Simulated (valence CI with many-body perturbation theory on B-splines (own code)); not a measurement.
# Au XLIX: calculated level list

Level of theory: relativistic CI+MBPT: three valence electrons over a frozen Dirac-Fock core [Ar] 3d10, radial functions for each j: 11 s, 11 p, 10 d, 8 f, 5 g, 2 h, with the one-electron correlation potential Σ1 (screened to all orders), the two-electron term Σ2, the three-electron term Σ3, Breit, model QED; selected single and double excitations, second order for the rest, scaled by the run's own slope (own B-spline code, finite nucleus).

The last digits are not significant, and no measured levels were compared; by estimate large intervals hold to a few tenths of a per cent, small ones and those within an open d or f shell to about a per cent.

Levels 46 to 90 of 179, with energies above the lowest level, (4s^2 4p1/2) J=1/2. "Leading %" is the weight of the configuration and term that name the level; weights of strongly mixed levels are sums over their largest components and can fall short. In the jj column 3d3/2^4 stands for four electrons in 3d with j = 3/2.

```tsv
No.	Configuration	Term	J	E (Ry)	Leading %	Second component	g	Leading jj
46	4s.4p.4f	4D	7/2	46.901	32	26 % 4s.4p.4f 4F	1.197	4s 4p1/2 4f7/2 (96 %)
47	4s.4p.4f	2D	5/2	46.978	25	22 % 4s.4p.4f 2F	1.027	4s 4p1/2 4f5/2 (94 %)
48	4s.4p.4f	4F	3/2	47.056	53	33 % 4s.4p.4f 2D	0.635	4s 4p1/2 4f5/2 (96 %)
49	4s.4p.4f	2G	9/2	47.437	35	34 % 4s.4p.4f 4G	1.193	4s 4p1/2 4f7/2 (97 %)
50	4s.4p.4f	2G	7/2	47.564	34	24 % 4s.4p.4f 2F	1.092	4s 4p1/2 4f7/2 (93 %)
51	4s.4p.4f	2D	5/2	47.653	33	30 % 4s.4p.4f 2F	1.057	4s 4p1/2 4f7/2 (90 %)
52	4p3	2P°	3/2	48.128	48	27 % 4p3 2D°	1.274	4p3/2^3 (91 %)
53	4p2.4d	2F	5/2	48.676	52	34 % 4p2.4d 4F	0.946	4p1/2 4p3/2 4d3/2 (92 %)
54	4p2.4d	4F	3/2	48.819	40	25 % 4p2.4d 4D	0.911	4p1/2 4p3/2 4d3/2 (97 %)
55	4p2.4d	4D	1/2	48.833	82	15 % 4p2.4d 2P	0.161	4p1/2 4p3/2 4d3/2 (99 %)
56	4p2.4d	2G	7/2	49.386	39	25 % 4p2.4d 2F	1.049	4p1/2 4p3/2 4d3/2 (80 %)
57	4p2.4d	2D	3/2	50.126	41	26 % 4p2.4d 2P	1.145	4p1/2 4p3/2 4d3/2 (94 %)
58	4p2.4d	4P	1/2	50.299	37	31 % 4p2.4d 2P	1.755	4p1/2 4p3/2 4d3/2 (95 %)
59	4p2.4d	2D	5/2	50.331	30	25 % 4p2.4d 4P	1.207	4p1/2 4p3/2 4d3/2 (79 %)
60	4p2.4d	4D	7/2	50.958	47	35 % 4p2.4d 4F	1.306	4p1/2 4p3/2 4d5/2 (97 %)
61	4p2.4d	2G	9/2	51.211	60	34 % 4p2.4d 4F	1.182	4p1/2 4p3/2 4d5/2 (94 %)
62	4p2.4d	2P	3/2	51.434	49	27 % 4p2.4d 4P	1.373	4p1/2 4p3/2 4d5/2 (95 %)
63	4p2.4d	2D	5/2	51.540	40	28 % 4p2.4d 2F	1.133	4p1/2 4p3/2 4d5/2 (93 %)
64	4p2.4d	2F	7/2	52.384	53	22 % 4p2.4d 2G	1.095	4p1/2 4p3/2 4d5/2 (85 %)
65	4p2.4d	2D	5/2	52.512	32	30 % 4p2.4d 4P	1.210	4p1/2 4p3/2 4d5/2 (85 %)
66	4p2.4d	2D	3/2	52.602	62	16 % 4p2.4d 2P	0.911	4p1/2 4p3/2 4d5/2 (93 %)
67	4p2.4d	2P	1/2	52.653	57	34 % 4p2.4d 2S	1.163	4p1/2 4p3/2 4d5/2 (95 %)
68	4s.4d2	4F	3/2	53.730	80	16 % 4s.4d2 2D	0.490	4s 4d3/2^2 (93 %)
69	4s.4d2	4F	5/2	54.146	56	20 % 4s.4d2 2D	1.068	4s 4d3/2^2 (85 %)
70	4s.4d2	4P	1/2	54.654	66	24 % 4s.4d2 2S	2.336	4s 4d3/2^2 (89 %)
71	4p2.4f	2F°	5/2	55.480	39	32 % 4p2.4f 4G°	0.845	4p1/2^2 4f5/2 (98 %)
72	4s.4d2	4F	7/2	55.538	63	9 % 4s.4d2 2G	1.171	4s 4d3/2 4d5/2 (72 %)
73	4s.4d2	4F	5/2	55.744	29	22 % 4s.4d2 4P	1.177	4s 4d3/2 4d5/2 (73 %)
74	4s.4d2	2G	9/2	55.824	42	21 % 4s.4p.4f 4G	1.166	4s 4d3/2 4d5/2 (59 %)
75	4s.4d2	4P	3/2	55.995	67	16 % 4s.4d2 2D	1.404	4s 4d3/2 4d5/2 (89 %)
76	4s.4d2	2G	7/2	56.178	41	17 % 4s.4d2 4F	1.018	4s 4d3/2 4d5/2 (63 %)
77	4p2.4f	2F°	7/2	56.209	34	17 % 4p2.4f 4F°	1.139	4p1/2^2 4f7/2 (98 %)
78	4s.4d2	4P	3/2	56.410	27	19 % 4s.4d2 2D	1.141	4s 4d3/2 4d5/2 (55 %)
79	4s.4d2	4P	5/2	56.496	35	26 % 4s.4d2 2F	1.185	4s 4d3/2 4d5/2 (62 %)
80	4s.4p.4f	4F	7/2	56.666	32	18 % 4s.4d2 2G	1.095	4s 4p3/2 4f5/2 (67 %)
81	4s.4p.4f	4F	9/2	56.775	57	16 % 4s.4p.4f 4G	1.253	4s 4p3/2 4f7/2 (76 %)
82	4s.4p.4f	4D	1/2	56.825	78	13 % 4s.4d2 2P	0.267	4s 4p3/2 4f5/2 (78 %)
83	4s.4d2	2F	5/2	56.844	31	23 % 4s.4p.4f 4F	1.028	4s 4p3/2 4f5/2 (53 %)
84	4s.4p.4f	4D	3/2	56.947	60	11 % 4s.4d2 2D	1.036	4s 4p3/2 4f5/2 (62 %)
85	4s.4p.4f	4G	11/2	57.010	100		1.268	4s 4p3/2 4f7/2 (100 %)
86	4s.4d2	2P	1/2	57.033	49	21 % 4s.4p.4f 4D	0.954	4s 4d3/2 4d5/2 (65 %)
87	4s.4p.4f	2F	7/2	57.046	29	21 % 4s.4p.4f 4D	1.187	4s 4p3/2 4f7/2 (76 %)
88	4s.4d2	4F	9/2	57.308	58	23 % 4s.4p.4f 2G	1.248	4s 4d5/2^2 (41 %)
89	4s.4p.4f	2F	5/2	57.405	43	32 % 4s.4p.4f 4D	1.064	4s 4p3/2 4f7/2 (84 %)
90	4s.4p.4f	2F	5/2	57.809	51	17 % 4s.4p.4f 2D	0.995	4s 4p3/2 4f5/2 (69 %)
```
